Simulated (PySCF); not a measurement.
CH₅BGeN (calculated)

All values are calculated (PySCF 2.14.0). Calculation on a computer-drawn molecule: the log of a Hartree-Fock and frozen-core CCSD(T) single point meant for a local Hartree-Fock minimum, with one planted fault or none, to be diagnosed. Offsets are logged minus clean, where the clean run is the same molecule without the fault. The reference is restricted for singlets and unrestricted otherwise, and also for a bond in bohr or an excited solution. Adding or removing an electron swaps singlet and doublet. The excited solution moves the top pair (singlet) or top alpha electron (doublet) to the lowest empty orbital. Highest occupied and lowest empty are orbital energies over both spins, largest force is the largest gradient component, triples share is (T) over the correlation energy, the T1 limit is 0.02 restricted and 0.045 unrestricted, electrons count all cores, a negative frequency is imaginary (commonest isotopes), and the dipole is about the centre of nuclear charge; on germanium a core potential holds 10 electrons, which the energies leave out, and 3d is frozen in MP2 and coupled-cluster steps.

```xyz
9
formula=CH5BGeN meant_charge=0 meant_multiplicity=2 meant_basis=cc-pVDZ meant_basis_and_core_potential_on_germanium=cc-pVDZ-PP_ECP10MDF logged_electrons=55 logged_basis_functions=90 logged_SCF_converged=yes logged_spin_squared=3.7763 logged_highest_occupied=-4.0832 logged_lowest_empty=0.91352 logged_largest_force=0.16225 logged_T1_diagnostic=0.014014 logged_D1_diagnostic=0.040596 logged_triples_share=0.030289 logged_CC_converged=yes logged_dipole_magnitude=2.3063 logged_SCF_stable_within_its_kind=yes logged_energy_HF=-413.06917 logged_energy_CCSD(T)=-413.55203 possible_faults=no_fault,one_electron_removed,one_electron_added,multiplicity_raised_by_two,geometry_at_a_saddle_point,SCF_held_on_an_excited_solution,minimal_basis_STO-3G,one_bond_length_entered_in_bohr,all_coordinates_scaled
N     -2.3690     2.2927     0.5739
B     -1.7442     1.5823    -0.2128
C     -0.9642     0.6611    -1.1779
Ge    -0.8200    -1.1985    -0.5005
H     -2.8667     2.8726     1.1935
H      0.0458     1.0479    -1.3299
H     -1.4603     0.6325    -2.1505
H     -0.0601    -1.2316     0.8340
H     -2.2127    -1.8248    -0.3348
```

Units: logged_highest_occupied, logged_lowest_empty in eV; logged_largest_force in hartree/bohr; logged_dipole_magnitude in debye; logged_energy_HF, logged_energy_CCSD(T) in hartree.

Drawn bonds:
| atom | other atom | order |
| --- | --- | --- |
| 1 | 2 | 2 |
| 2 | 3 | 1 |
| 3 | 4 | 1 |
| 1 | 5 | 1 |
| 3 | 6 | 1 |
| 3 | 7 | 1 |
| 4 | 8 | 1 |
| 4 | 9 | 1 |

Questions
1. Which fault was planted in the run of CH₅BGeN?

Answers
1. multiplicity raised by two

Further results for CH₅BGeN:

| Item | Value |
| --- | --- |
| HF energy offset from clean run | 134.1 kcal/mol |
| CCSD(T) energy offset from clean run | 158.8 kcal/mol |
